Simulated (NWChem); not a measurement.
BeNH2F; SMILES [NH2][Be][F]

```xyz
5

Be     0.0000     0.0000    -0.1005
F      0.0000     0.0000    -1.4865
N      0.0000     0.0000     1.4032
H      0.0000    -0.8244     1.9791
H      0.0000     0.8244     1.9791
```
Atoms are numbered in this order, from 1.

All runs: NWChem. All runs use the structure optimised with PBE0-D3(BJ)/def2-TZVP.

Task: Estimate the computed values for PW6B95/def2-SVP. Quantities: highest occupied level (eV); orbital gap (eV); dipole (D).

Result: The highest occupied level (eV) comes out as -7.39 and the orbital gap (eV) is 7.34. The dipole (D) is 2.32.
